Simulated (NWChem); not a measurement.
Molecule: boric acid (H₃BO₃); SMILES OB(O)O

```xyz
7

O     -1.0724     0.8724     0.0000
B     -0.0342    -0.0038     0.0000
O      1.2444     0.5000     0.0000
O     -0.3495    -1.3323     0.0000
H     -0.7566     1.7804     0.0000
H      1.9455    -0.1551     0.0000
H      0.4027    -1.9267     0.0000
```
Atoms are numbered in this order, from 1.

Results from NWChem. All runs use the structure optimised with PBE0/def2-SVP. Ions are spin-unrestricted doublets at the neutral geometry; other ion states weren't tried.

For level PBE/def2-SVP:

−ε(HOMO) (eV): 6.96

Problem. What are these values for level CAM-B3LYP/def2-SVP?

Solution. 
- −ε(HOMO) (eV) = 10.27
